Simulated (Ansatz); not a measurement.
Geometry optimisation, RKS PBE-D4/STO-3G in Ansatz.

input.yaml

```yaml
crystal:
  periodic: [false, false, false]
  atoms:
    - { symbol: C, position_ang: [0.3136, -1.8579, -1.6838] }
    - { symbol: Si, position_ang: [1.4555, -0.6213, -0.9036] }
    - { symbol: Si, position_ang: [0.3291, 1.2418, -0.3361] }
    - { symbol: C, position_ang: [-1.0352, 0.8311, 0.7579] }
    - { symbol: O, position_ang: [-1.8715, 1.9625, 0.9786] }
    - { symbol: Al, position_ang: [-0.4743, 0.1241, 2.511] }
    - { symbol: H, position_ang: [0.8348, -2.7299, -1.9933] }
    - { symbol: H, position_ang: [-0.1519, -1.3237, -2.5967] }
    - { symbol: H, position_ang: [-0.5272, -2.0582, -0.927] }
    - { symbol: H, position_ang: [2.5305, -0.2807, -1.8306] }
    - { symbol: H, position_ang: [2.0305, -1.2362, 0.319] }
    - { symbol: H, position_ang: [1.2868, 2.1598, 0.4096] }
    - { symbol: H, position_ang: [-0.1696, 1.9252, -1.5607] }
    - { symbol: H, position_ang: [-1.7499, 0.0455, 0.2879] }
    - { symbol: H, position_ang: [-2.398, 2.1203, 0.173] }
    - { symbol: H, position_ang: [0.44156, 0.96238, 3.52154] }
    - { symbol: H, position_ang: [-0.95473, -1.35856, 2.90487] }
basis:
  gaussian: { orbitals: STO-3G }
hamiltonian:
  xc: pbe
  dispersion: d4
relax:
  f_tol: 0.015
  max_steps: 40
output:
  orbitals: {}
```

Command:

```bash
$ ansatz run input.yaml --threads 1 --pin off --max-ram 2048MiB --backend cpu --events-out ev --progress --plain --runs-dir out
```

Where does it end, and by what steps?

The run converged. Limits of this set-up: minimal basis. After 21 steps the energy has fallen by 1.035 eV; H16 moved furthest, 1.13 Å.

| step | energy less start (eV) | largest force component (eV/Å) | accepted |
| --- | --- | --- | --- |
| 0 | 0.0000 | 4.478 | yes |
| 1 | -0.8717 | 1.516 | yes |
| 2 | -0.9688 | 0.413 | yes |
| 3 | -0.9854 | 0.194 | yes |
| 4 | -0.9903 | 0.065 | yes |
| 5 | -0.9904 | 0.431 | yes |
| 6 | -0.9956 | 0.448 | yes |
| 7 | -1.0166 | 0.060 | yes |
| 8 | -0.9811 | 0.484 | no |
| 9 | -1.0223 | 0.032 | yes |
| 10 | -1.0253 | 0.074 | yes |
| 11 | -1.0266 | 0.146 | yes |
| 12 | -1.0292 | 0.090 | yes |
| 13 | -1.0277 | 0.195 | no |
| 14 | -1.0308 | 0.020 | yes |
| 15 | -1.0322 | 0.049 | yes |
| 16 | -1.0329 | 0.061 | yes |
| 17 | -1.0335 | 0.064 | yes |
| 18 | -1.0342 | 0.044 | yes |
| 19 | -1.0345 | 0.030 | yes |
| 20 | -1.0347 | 0.024 | yes |
| 21 | -1.0349 | 0.014 | yes |

```xyz
17
Properties=species:S:1:pos:R:3
C 0.240 -1.924 -1.576
Si 1.471 -0.621 -0.988
Si 0.424 1.253 -0.274
C -1.126 0.888 0.807
O -1.947 2.100 1.079
Al -0.571 0.090 2.481
H 0.760 -2.832 -1.925
H -0.376 -1.550 -2.411
H -0.444 -2.223 -0.764
H 2.386 -0.317 -2.082
H 2.270 -1.194 0.087
H 1.362 2.082 0.474
H -0.001 2.058 -1.416
H -1.722 0.134 0.228
H -2.193 2.417 0.117
H -0.649 0.853 3.784
H 0.005 -1.308 2.412
```

Run time: 86 s on 1 thread of AMD EPYC 7R43 64-Core Processor (Zen 3) (shared host), peak memory 0.17 GiB.
